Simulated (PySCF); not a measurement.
AlFH3NO, SMILES [NH2][Al]([OH])[F]. Atoms are numbered in the order given.

```xyz
7

Al     0.0134     0.0243     0.0000
F      1.6273     0.4528     0.0000
O     -1.2043     1.2112     0.0000
H     -1.0370     2.1599     0.0000
N     -0.4281    -1.6800     0.0000
H     -1.3829    -2.0275     0.0000
H      0.2308    -2.4531     0.0000
```

Geometry optimised at TPSSh-D3(BJ)/def2-SVP. Other conformers were not sampled.

Calculation: PySCF with B3LYP/def2-TZVPD.

Isolated molecule, no solvent.

```json
{
 "total_energy": "-474.37762 hartree",
 "point_group": "Cs",
 "highest_occupied_level": "-7.47 eV",
 "lowest_empty_level": "-1.19 eV",
 "orbital_gap": "6.28 eV",
 "dipole_moment": "0.96 D",
 "quadrupole, principal values (traceless, Buckingham form, about the centre of nuclear charge)": "-9.10, 0.15, 8.95 D·Å",
 "mean_static_polarisability": "37.1 bohr³ (5.50 Å³)",
 "polarisability_principal_values": "34.3, 36.0, 41.2 bohr³"
}
```
